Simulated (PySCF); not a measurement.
Computed IR spectrum (relative IR intensity) of a molecule CH8FNSi2. Geometry: PBE-D3(BJ)/def2-SVP. One conformer was computed; it need not be the lowest. Level of theory: PBE-D3(BJ)/def2-SVP run with PySCF. Frequencies are harmonic and unscaled.

Lines under 2 % of the strongest are left out, and lines within 2 cm⁻¹ are merged.

ν (cm⁻¹): 93 (vw), 137 (vw), 178 (vw), 289 (w), 300 (w), 513 (vw), 616 (m), 702 (m), 723 (m), 754 (m), 805 (w), 831 (w), 867 (vs), 897 (w), 909 (s), 919 (w), 928 (s), 1025 (w), 1191 (w), 1583 (w), 2142 (s), 2161 (s), 2173 (m), 2185 (m), 2198 (s), 2876 (w) (against the strongest line: vs over 80 %, s over 45 %, m over 15 %, w over 4 %, vw less)

Task: Which structure fits?
A. N[SiH2][SiH2]CF
B. NC[Si@H](F)[SiH3]
C. N[C@H]([SiH3])[SiH2]F
D. C[Si@@](N)(F)[SiH3]

Result: C, N[C@H]([SiH3])[SiH2]F
